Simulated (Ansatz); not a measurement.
`CB([SiH3])S` + NH₃ → `CB(N)[SiH3]` + H₂S at 700 K and 1 bar (ligand exchange at a B–S bond).

Calculated with Ansatz (gas phase, PBE0-D4/def2-TZVP geometries, no zero-point term in ΔE). CCSD(T)/CBS adds triple-zeta CCSD(T) − MP2 to the extrapolated MP2 energy (def2 sets, frozen cores). This one scheme is used for every species. One conformer a species, not always the lowest.

| species | CCSD(T)/CBS energy (Eh) | H − E (kJ/mol) | S (J/(mol·K)) |
| --- | --- | --- | --- |
| `CB([SiH3])S` | -753.93554 | 278.1 | 474.3 |
| NH₃ | -56.50880 | 116.9 | 226.5 |
| `CB(N)[SiH3]` | -411.48616 | 325.3 | 460.3 |
| H₂S | -398.97279 | 64.8 | 236.9 |

H − E and S are ideal-gas, rigid-rotor, harmonic terms from PBE0-D4/def2-TZVP, for one conformer and one mirror image of each species. 1 Eh = 2625.50 kJ/mol, R = 8.31446 J/(mol·K).

By hand: ΔE, ΔH, ΔS and ΔG.

ΔE = (-411.48616) + (-398.97279) − (-753.93554) − (-56.50880) = -0.01461 Eh = -38.4 kJ/mol. Δ(H − E) = 325.3 + 64.8 − 278.1 − 116.9 = -4.9, so ΔH = -43.3 kJ/mol. ΔS = 460.3 + 236.9 − 474.3 − 226.5 = -3.6 J/(mol·K). ΔG = -43.3 − 700 × (-3.6)/1000 = -40.8 kJ/mol.

By hand: the equilibrium constant, and the temperature at which ΔG would vanish if ΔH and ΔS stayed fixed.

log₁₀ K = −ΔG/(RT ln 10) = 3.0. ΔG = 0 at ΔH/ΔS = 12028 K, far beyond where these terms or the molecules hold.

The number of gas molecules stays the same, so ΔS is small and ΔH decides. A doubt of 5 kJ/mol in ΔE shifts log₁₀ K by 0.4 here. Other conformers and mirror images would add mixing entropy, several J/(mol·K) or more a flexible species. Modes under 60 cm⁻¹, often nearly free rotors, make the harmonic entropy too high. These are equilibria of isolated gas molecules and say nothing of rates. Largest T1 diagnostic: 0.014 (customary marks: 0.02 for closed shells, 0.045 for open ones).
